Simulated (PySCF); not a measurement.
# UHF on Ne⁺ (neon, charge +1)

Configuration: [He] 2s1 2p6, 2S determinant (an excited configuration). All numbers are calculated (PySCF 2.14, the spin-free X2C one-electron Hamiltonian (Gaussian nucleus), in aug-cc-pVTZ-DK).

```
Total energy                        : -126.853979 hartree
One-electron energy                 : -174.2705 hartree
Hartree (Coulomb) energy            : 58.7275 hartree
Exchange energy                     : -11.3109 hartree
⟨S²⟩                                : 0.7563
⟨L²⟩                                : 0.000
Sum of ⟨r⟩                          : 6.489 bohr
Sum of ⟨r²⟩                         : 7.029 bohr²
Langevin diamagnetic susceptibility : -5.57 ×10⁻⁶ cm³/mol
```

```
shell  electrons  mean orbital energy (eV)  rms radius, mean of both spins (bohr)
 1s α          1                   -917.84                                  0.183
 1s β          1                   -914.39                                  0.183
 2s α          1                   -75.464                                  0.932
 2p α          3                   -45.561                                   1.01
 2p β          3                   -39.076                                   1.01
```
